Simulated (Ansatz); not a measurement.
`[AlH2][CH2]CBr` + `SBS` → `[AlH2][S]BS` + `CCBr`  (ligand exchange at the Al–C bond)

Gas-phase electronic energies from Ansatz, PBE0-D4/def2-TZVP geometries. CCSD(T)/CBS adds triple-zeta CCSD(T) − MP2 to the extrapolated MP2 energy (def2 sets, frozen cores). DFT in def2-TZVPP. B3LYP here is the variant with VWN-RPA as its local correlation; programs differ in this. For Br outer-core shells are correlated without core-valence functions, which leaves a few kJ/mol of doubt a bond. Scalar relativity is left out up to krypton. Each species was taken in one conformer, which may not be the lowest.

| level | ΔE (kcal/mol) |
| --- | --- |
| B3LYP-D4 | -26.8 |
| ωB97X-V | -26.6 |
| B3LYP | -26.1 |
| MP2/def2-TZVPP | -28.0 |

(1) What does CCSD(T)/CBS give? (Best estimate.)

Largest T1 diagnostic among the species: 0.014.

Answers

(1) The calculation gave: -27.6 kcal/mol. The listed levels differ from it by 0.8, 1.0, 1.5, -0.4 kcal/mol.

The D4 term adds −0.7 kcal/mol with B3LYP and −0.4 kcal/mol with PBE0; it sums over pairs of atoms, weighted by their polarisabilities, and B3LYP, whose exchange is more repulsive, gets the larger term. From PBE to PBE0 (25 % exact exchange), in def2-TZVPP and without D4, ΔE moves by −0.8 kcal/mol.
